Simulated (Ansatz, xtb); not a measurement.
# Relaxing a trial structure of ClFH4NOSi+

The starting geometry of this gas-phase singlet has its atoms placed at random.

```xyz
9

Cl    0.7480   -2.1448   -1.0255
F     1.0277   -0.5196   -1.3800
N     1.4095    0.6394    1.1406
O    -0.1348    1.0269    2.1554
Si    0.2348    2.1194   -0.6734
H    -0.1244   -1.2647   -0.1717
H    -0.1809    1.1099   -2.2593
H    -0.5620    0.3583   -1.2793
H     0.5258    0.4113   -1.5177
```

Problem. One run relaxed it with r2SCAN-D4/def2-SVP. What is a likely outcome?

Solution. It loosens into FH3NOSi + ClH, which stay close as a complex (formulas without charges). Contacts that open: Cl1–F2 (1.69 → 3.12 Å), Cl1–H6 (1.50 → 2.69 Å), F2–H9 (1.07 → 2.66 Å). Contacts that close: Cl1–H9 (2.61 → 1.30 Å), F2–Si5 (2.84 → 1.60 Å), N3–O4 (1.89 → 1.19 Å), N3–Si5 (2.62 → 1.94 Å), N3–H6 (2.77 → 1.06 Å), Si5–H7 (1.93 → 1.47 Å), Si5–H8 (2.03 → 1.47 Å).

The energy falls by 20.41 eV over 62 steps:

```csv
step,E − E(last) (eV)
1,20.411
8,4.448
15,2.454
21,1.906
28,1.757
35,0.545
42,0.141
48,0.133
55,0.076
62,0.000
```

Final geometry (Å):

```xyz
9

Cl    0.1160   -2.0992   -0.6112
F     0.7518    0.4930   -2.2299
N     0.7405    0.4051    0.4954
O     0.2860    0.5646    1.5842
Si   -0.0765    1.2123   -1.0622
H     1.6398   -0.1474    0.4383
H     0.3264    2.6187   -0.8759
H    -1.4898    0.8213   -0.9569
H     0.6493   -2.1324   -1.7929
```

From the same start GFN2-xTB ends elsewhere, in pieces: FNOSi + ClH2 + H2.

From so rough a start the end depends on the optimiser's path, so another program may land elsewhere. The end wasn't checked by frequencies. Run with Ansatz 0.2.0, 2.5 min on 1 thread of Intel(R) Xeon(R) 6975P-C (Granite Rapids) (shared host).
